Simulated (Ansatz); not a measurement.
Isolated molecules relaxed with PBE0-D4/def2-TZVP in Ansatz; ΔE leaves out vibrations. CCSD(T)/CBS adds triple-zeta CCSD(T) − MP2 to the extrapolated MP2 energy (def2 sets, frozen cores). This one scheme is used for every species. Functionals use def2-TZVPP. Elements past krypton have def2 core potentials. For Ge, I outer-core shells are correlated without core-valence functions, which leaves a few kJ/mol of doubt a bond. Scalar relativity is left out up to krypton.

`N#[C][Ge]([Cl])([Cl])[Cl]` + HI → `[Cl][Ge]([Cl])([Cl])[I]` + `C#N`  (ligand exchange at a Ge–C bond)

| level | ΔE (kJ/mol) |
| --- | --- |
| r2SCAN-D4 | -78.4 |
| PBE0 | -77.9 |
| CCSD/def2-SVP | -62.1 |
| HF/def2-QZVPP | -72.4 |

Task: What does CCSD(T)/CBS give? (An estimate is asked.)

Result: Computed: -79.7 kJ/mol. The listed levels differ from it by 1.3, 1.8, 17.6, 7.3 kJ/mol.

Task: What do rigid-rotor, harmonic-oscillator terms from PBE0-D4/def2-TZVP frequencies (298.15 K, 1 bar) make of the CCSD(T)/CBS value? (Estimate.)

Result: Computed: ΔZPE = +9.4 kJ/mol, ΔH = -71.0 kJ/mol, ΔS = 0 J/(mol·K), ΔG = -71.0 kJ/mol.

Largest T1 diagnostic among the species: 0.014.

At CCSD(T), def2-SVP lies +18.3 kJ/mol from the extrapolated value and def2-TZVPP +14.6 kJ/mol. The D4 term adds −6.0 kJ/mol with B3LYP and −2.9 kJ/mol with PBE0; it sums over pairs of atoms, weighted by their polarisabilities, and B3LYP, whose exchange is more repulsive, gets the larger term.

B3LYP here is the variant with VWN-RPA as its local correlation; programs differ in this.
